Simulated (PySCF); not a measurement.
Compound: H₈NPSi₂.
Bonds: N1–Si2, Si2–Si3, Si3–P4. Hydrogens: H5, H6 on N1; H7, H8 on Si2; H9, H10 on Si3; H11, H12 on P4.

Method: PBE0-D3(BJ)/def2-SVP geometry optimisation, gas phase in PySCF.

Problem. List the bond lengths, angles and torsions at this level.

Solution. 
```tsv
bond	length (Å)
N1–Si2	1.736
Si2–Si3	2.348
Si3–P4	2.273
N1–H5, N1–H6	1.014
Si2–H7, Si2–H8	1.500
Si3–H9, Si3–H10	1.497
P4–H11, P4–H12	1.429
```

Bonds in one row agree within 0.01 Å and their mean is given. A selection of angles:
```tsv
angle	degrees
Si2–N1–H5	120.3
H5–N1–H6	110.7
N1–Si2–Si3	104.8
N1–Si2–H7	116.7
N1–Si2–H8	108.2
Si3–Si2–H7	110.7
Si3–Si2–H8	110.0
H7–Si2–H8	106.3
Si2–Si3–P4	104.1
Si2–Si3–H9	112.1
P4–Si3–H9	113.9
P4–Si3–H10	107.1
H9–Si3–H10	107.9
Si3–P4–H11	95.2
Si3–P4–H12	93.8
H11–P4–H12	94.2
```

Torsions: N1–Si2–Si3–P4 24° (synperiplanar). The mirror-image conformer, all signs reversed, is as good.

P4 (three-coordinate phosphorus) is pyramidal (angles 95.2°, 94.2° and 93.8°, sum 283.3°, 0.85 Å off the plane of its three neighbours). Si2 (SiH2 silicon) is distorted tetrahedral (angles from 104.8° to 116.7°). N1 (silicon-bound nitrogen) has angles 120.3°, 119.3° and 110.7°, sum 350.4°, 0.21 Å off the plane of its three neighbours. Si3 (SiH2 silicon) is distorted tetrahedral (angles from 104.1° to 113.9°).

Point group: C1 (no symmetry element, even within 0.4 Å). Not checked by PBE0-D3(BJ)/def2-SVP frequencies. The numbers are those of one conformer (H–N1–Si2–Si3 -173° and 44°, N1–Si2–Si3–P4 24°, Si2–Si3–P4–H 164° and 69°).

Hardware: one thread, Arm Neoverse V2, shared host. Cost: 72 s. That covers the optimisation of the geometry.
